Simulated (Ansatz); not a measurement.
Caution, from a PySCF single point (PBE0-D3(BJ)/def2-TZVP) at this geometry: the restricted solution is unstable towards spin-unrestricted or complex orbitals, so a lower solution exists and this singlet may not be the ground state. This singlet lies 0.19 eV below the relaxed triplet at the level composite: frozen-core CCSD(T) with HF/cc-pVQZ and the correlation energy extrapolated as X^-3 from cc-pVTZ and cc-pVQZ, plus CCSDT(Q) minus CCSD(T) in cc-pVDZ // PBE0-D3(BJ)/def2-TZVP (Ansatz, a program for electronic structure); other levels give the other order.

These are PBE0-D3(BJ)/def2-TZVP run with Ansatz values and carry that method's errors. No frequencies were computed at this level.

Ansatz 0.2 input:
```yaml
crystal:
  periodic: [false, false, false]
  atoms:
    - { symbol: Al, position_ang: [-0.615512, 0.113808, 0.2081] }
    - { symbol: Si, position_ang: [1.653906, -0.584737, 0.579591] }
    - { symbol: H, position_ang: [-1.89253, -0.713004, -0.245405] }
    - { symbol: H, position_ang: [-1.289992, 1.547824, 0.306257] }
    - { symbol: H, position_ang: [2.144128, -0.363891, -0.848543] }
basis:
  gaussian: { orbitals: def2-tzvp }
hamiltonian:
  xc: pbe0
  dispersion: d3bj
relax:
  max_steps: 150
```

Output:

```
Functional definition: PBE0
679 factors; their error is unknown
mean field evaluation 1: about -14513.5993 eV, gradient 1.2e1 eV
mean field evaluation 2: about -14514.0441 eV, gradient 6.8e0 eV
mean field evaluation 4: about -14514.2814 eV, gradient 3.8e-1 eV
mean field evaluation 8: about -14514.3255 eV, gradient 6.7e-3 eV
mean field -14514.32552563 eV, -533.3916249038 hartree, gradient 6.1e-5 eV, S^2 0.000000; 0 other end points of the search recorded, 0 dependent functions left out
reference -14514.32555678 eV, -533.3916260486 hartree; 15, 15 occupied and 77, 77 virtual orbitals, 679 factors
relax step   1: F+E_penalty+E_count = -14514.39685204 eV  Δ(F+E_penalty+E_count) = +0.000e0 eV  max|allowed force component| = 9.878e-1 eV/Å  Δτ_max = 0.0000 Å  (23 SCF iters, accepted)
these checks for a lower state are left out or cut short: starts, cluster_reference, orbital_swaps, neighbouring_geometries, increment
679 factors; their error is unknown
mean field evaluation 16: about -14514.5307 eV, gradient 1.1e-1 eV
mean field -14514.53082012 eV, -533.3991693369 hartree, gradient 6.5e-6 eV, S^2 0.000000; 0 other end points of the search recorded, 0 dependent functions left out
reference -14514.53085086 eV, -533.3991704667 hartree; 15, 15 occupied and 77, 77 virtual orbitals, 679 factors
relax step   2: F+E_penalty+E_count = -14514.60272655 eV  Δ(F+E_penalty+E_count) = -2.059e-1 eV  max|allowed force component| = 3.172e-1 eV/Å  Δτ_max = 0.1974 Å  (29 SCF iters, accepted)
these checks for a lower state are left out or cut short: starts, cluster_reference, orbital_swaps, neighbouring_geometries, increment
679 factors; their error is unknown
mean field -14514.54250292 eV, -533.3995986722 hartree, gradient 8.0e-5 eV, S^2 0.000000; 0 other end points of the search recorded, 0 dependent functions left out
reference -14514.54253355 eV, -533.3995997976 hartree; 15, 15 occupied and 77, 77 virtual orbitals, 679 factors
relax step   3: F+E_penalty+E_count = -14514.61468234 eV  Δ(F+E_penalty+E_count) = -1.196e-2 eV  max|allowed force component| = 1.203e-1 eV/Å  Δτ_max = 0.0264 Å  (25 SCF iters, accepted)
these checks for a lower state are left out or cut short: starts, cluster_reference, orbital_swaps, neighbouring_geometries, increment
679 factors; their error is unknown
mean field -14514.54673505 eV, -533.3997542001 hartree, gradient 8.3e-5 eV, S^2 0.000000; 0 other end points of the search recorded, 0 dependent functions left out
reference -14514.54676562 eV, -533.3997553234 hartree; 15, 15 occupied and 77, 77 virtual orbitals, 679 factors
relax step   4: F+E_penalty+E_count = -14514.61918372 eV  Δ(F+E_penalty+E_count) = -4.501e-3 eV  max|allowed force component| = 4.286e-2 eV/Å  Δτ_max = 0.0534 Å  (24 SCF iters, accepted)
these checks for a lower state are left out or cut short: starts, cluster_reference, orbital_swaps, neighbouring_geometries, increment
679 factors; their error is unknown
mean field evaluation 32: about -14514.5047 eV, gradient 8.9e-3 eV
mean field -14514.54904956 eV, -533.3998392567 hartree, gradient 8.2e-5 eV, S^2 0.000000; 0 other end points of the search recorded, 0 dependent functions left out
reference -14514.54908014 eV, -533.3998403803 hartree; 15, 15 occupied and 77, 77 virtual orbitals, 679 factors
relax step   5: F+E_penalty+E_count = -14514.62162792 eV  Δ(F+E_penalty+E_count) = -2.444e-3 eV  max|allowed force component| = 2.368e-2 eV/Å  Δτ_max = 0.0491 Å  (24 SCF iters, accepted)
these checks for a lower state are left out or cut short: starts, cluster_reference, orbital_swaps, neighbouring_geometries, increment
679 factors; their error is unknown
mean field -14514.54837792 eV, -533.3998145744 hartree, gradient 8.1e-5 eV, S^2 0.000000; 0 other end points of the search recorded, 0 dependent functions left out
reference -14514.54840851 eV, -533.3998156983 hartree; 15, 15 occupied and 77, 77 virtual orbitals, 679 factors
relax step   6: F+E_penalty+E_count = -14514.62105457 eV  Δ(F+E_penalty+E_count) = +5.734e-4 eV  max|allowed force component| = 9.824e-2 eV/Å  Δτ_max = 0.0393 Å  (24 SCF iters, rejected (line search))
these checks for a lower state are left out or cut short: starts, cluster_reference, orbital_swaps, neighbouring_geometries, increment
679 factors; their error is unknown
mean field -14514.54955287 eV, -533.3998577530 hartree, gradient 8.5e-5 eV, S^2 0.000000; 0 other end points of the search recorded, 0 dependent functions left out
reference -14514.54958346 eV, -533.3998588771 hartree; 15, 15 occupied and 77, 77 virtual orbitals, 679 factors
relax step   7: F+E_penalty+E_count = -14514.62216769 eV  Δ(F+E_penalty+E_count) = -5.398e-4 eV  max|allowed force component| = 8.511e-3 eV/Å  Δτ_max = 0.0192 Å  (24 SCF iters, accepted)
these checks for a lower state are left out or cut short: starts, cluster_reference, orbital_swaps, neighbouring_geometries, increment
679 factors; their error is unknown
mean field -14514.54972247 eV, -533.3998639856 hartree, gradient 8.0e-5 eV, S^2 0.000000; 0 other end points of the search recorded, 0 dependent functions left out
reference -14514.54975308 eV, -533.3998651104 hartree; 15, 15 occupied and 77, 77 virtual orbitals, 679 factors
relax step   8: F+E_penalty+E_count = -14514.62245373 eV  Δ(F+E_penalty+E_count) = -2.860e-4 eV  max|allowed force component| = 5.486e-3 eV/Å  Δτ_max = 0.0297 Å  (25 SCF iters, accepted)
these checks for a lower state are left out or cut short: starts, cluster_reference, orbital_swaps, neighbouring_geometries, increment
679 factors; their error is unknown
mean field -14514.54970496 eV, -533.3998633422 hartree, gradient 1.3e-5 eV, S^2 0.000000; 0 other end points of the search recorded, 0 dependent functions left out
reference -14514.54973558 eV, -533.3998644672 hartree; 15, 15 occupied and 77, 77 virtual orbitals, 679 factors
relax step   9: F+E_penalty+E_count = -14514.62246555 eV  Δ(F+E_penalty+E_count) = -1.182e-5 eV  max|allowed force component| = 2.759e-3 eV/Å  Δτ_max = 0.0063 Å  (22 SCF iters, accepted)
679 factors; their error is unknown
mean field evaluation 64: about -14514.5497 eV, gradient 9.5e-2 eV
mean field -14514.54970496 eV, -533.3998633422 hartree, gradient 1.3e-5 eV, S^2 0.000000; 1 other end points of the search recorded, 0 dependent functions left out
reference -14514.54973558 eV, -533.3998644672 hartree; 15, 15 occupied and 77, 77 virtual orbitals, 679 factors
Total energy: -14514.62249616 eV, -533.4025383694 hartree
Atom 0 at    -0.657872     0.133516     0.171655 Å, force    -0.001038     0.000113     0.001029 eV/Å
Atom 1 at     1.648844    -0.600844     0.657202 Å, force    -0.001504    -0.000096     0.002060 eV/Å
Atom 2 at    -1.765930    -0.909450    -0.311730 Å, force     0.000632    -0.001063    -0.000396 eV/Å
Atom 3 at    -1.077919     1.666923     0.318220 Å, force     0.001036     0.000654     0.000066 eV/Å
Atom 4 at     1.852877    -0.290144    -0.835347 Å, force     0.000874     0.000391    -0.002759 eV/Å
Dipole moment:     0.017765    -0.007751     0.012018 e Å
```

Cost: about 9 core-seconds (a rough figure).
